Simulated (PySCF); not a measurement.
A run, input to output

The script drives PySCF SCF with an in-house response code with single-precision fitted integrals, so total energies wander by about 1e-6 Eh between cycles (the fitting error itself is about 1e-3 Eh and cancels in differences); atoms count from 0. Kgrid is the grid level of the response kernel; vcut the energy (Eh) above which virtual orbitals leave the response; delta the states run by ΔSCF (the anion only where the lumo is low enough to bind); pop asks for populations, which are stored and not printed; grid is the SCF grid level (2 if not given).

The basis has no diffuse functions, so the polarisability comes out too low. Without diffuse functions Rydberg states are missing, so unbound LUMOs, wide gaps and states within about 2 eV of the ionisation energy come out too high, and electron affinities are rough.

Job and coordinates (Å):

```
{"job": {"kind": "uv", "basis": "def2-SVP", "grid": 1, "kgrid": 0, "vcut": 1.5, "nstates": 8, "ntriplets": 3, "tda": false, "delta": ["ip_vertical", "ea_vertical"], "pop": true, "xc": "PBE"}, "charge": 0, "multiplicity": 1}
N     -0.213629     1.099514     1.909127
B      0.658804     1.743796     0.655147
B      1.202455     0.323377     1.532871
B     -0.221546     1.237118    -0.784357
B      0.681527    -1.124630     0.675389
B     -1.631743     0.333615     1.546192
B     -0.212550    -0.550366     2.080164
B     -1.092102     1.747988     0.659290
B      1.220500     0.325290    -0.232381
B     -0.222679    -0.562389    -0.775415
B     -1.109915    -1.113299     0.674066
B     -1.664078     0.335085    -0.222302
H     -0.208675     1.632542     2.767915
H      1.198952     2.762204     0.897084
H      2.074406     0.475055     2.310106
H     -2.498096     0.485789     2.328830
H     -0.206871    -0.937033     3.192649
H     -1.624926     2.770091     0.901541
H      2.237131     0.344838    -0.829727
H     -1.744187    -2.105557     0.705128
H     -2.683539     0.349993    -0.812448
Si    -0.236291    -1.602904    -2.434847
H     -1.471219    -2.391113    -2.658774
H      0.852759    -2.604177    -2.527747
H     -0.098120    -0.788525    -3.665517
Si    -0.225369     2.339083    -2.400496
H      1.047381     2.338571    -3.152072
H     -0.454670     3.780062    -2.121896
H     -1.271420     2.007156    -3.387778
Si     1.727076    -2.776052     0.754409
H      1.043381    -3.979137     0.240127
H      2.114318    -3.156285     2.137130
H      3.023071    -2.720207     0.045146
```

Command:

```bash
OMP_NUM_THREADS=1 python large_run.py task.json out
```

Problem. What does the program print?

Solution. 
```
start: PBE on a coarse grid of 26882 points
cycle   1  E = -1205.7110782503  dE =  2.528e+00  |g| = 7.822e-01  |ddm| = 1.243e+01
cycle   2  E = -1205.0508886413  dE =  6.602e-01  |g| = 1.750e+00  |ddm| = 9.658e+00
cycle   3  E = -1205.8842629847  dE = -8.334e-01  |g| = 2.241e-01  |ddm| = 7.576e+00
cycle   4  E = -1205.8934068702  dE = -9.144e-03  |g| = 1.459e-01  |ddm| = 1.573e+00
cycle   5  E = -1205.8996063606  dE = -6.199e-03  |g| = 2.125e-02  |ddm| = 5.989e-01
cycle   6  E = -1205.8997129438  dE = -1.066e-04  |g| = 1.380e-02  |ddm| = 1.551e-01
cycle   7  E = -1205.8997639488  dE = -5.101e-05  |g| = 1.857e-03  |ddm| = 4.668e-02
final grid: 111467 points
cycle   8  E = -1206.0721933511  dE = -8.073e-07  |g| = 3.337e-02  |ddm| = 5.371e-01
cycle   9  E = -1206.0711838791  dE =  1.009e-03  |g| = 6.973e-02  |ddm| = 2.373e-01
cycle  10  E = -1206.0724855159  dE = -1.302e-03  |g| = 6.464e-03  |ddm| = 1.594e-01
cycle  11  E = -1206.0724942475  dE = -8.732e-06  |g| = 9.813e-04  |ddm| = 1.361e-02
cycle  12  E = -1206.0724952496  dE = -1.002e-06  |g| = 4.008e-04  |ddm| = 5.267e-03
cycle  13  E = -1206.0724964323  dE = -1.183e-06  |g| = 1.166e-04  |ddm| = 3.366e-03
cycle  14  E = -1206.0724964795  dE = -4.719e-08  |g| = 2.508e-05  |ddm| = 1.663e-03
converged SCF energy = -1206.0724964795
Vertical ionisation energy (delta-SCF) = 9.3667 eV   <S^2> = 0.752
Vertical electron affinity (delta-SCF) = -0.0030 eV   <S^2> = 0.751

Static polarisability (au): isotropic 204.076, principal 177.716 207.142 227.370

Singlet excitations
state   eV       nm        f      main configurations
  1   5.0432    245.8   0.00214   H->L 0.99
  2   5.1335    241.5   0.00000   H->L+1 0.99
  3   5.2145    237.8   0.00355   H-1->L 0.99
  4   5.3144    233.3   0.00069   H-1->L+1 0.98
  5   5.5236    224.5   0.00102   H-3->L 0.82, H-2->L 0.14
  6   5.5417    223.7   0.00193   H->L+2 0.95
  7   5.5585    223.1   0.00186   H-2->L 0.81, H-3->L 0.15
  8   5.5948    221.6   0.00741   H-4->L 0.78, H-3->L+1 0.14

Triplet excitations (Tamm-Dancoff, eV): 4.8439 4.9484 5.0434
```

Problem. Roughly how long does this take on 1 thread of Intel Xeon Platinum 8375C @ 2.90GHz (shared host), and how large is the basis?

Solution. About 2.3 min of wall time, peak memory 0.63 GiB; 312 basis functions and 939 fitting functions.
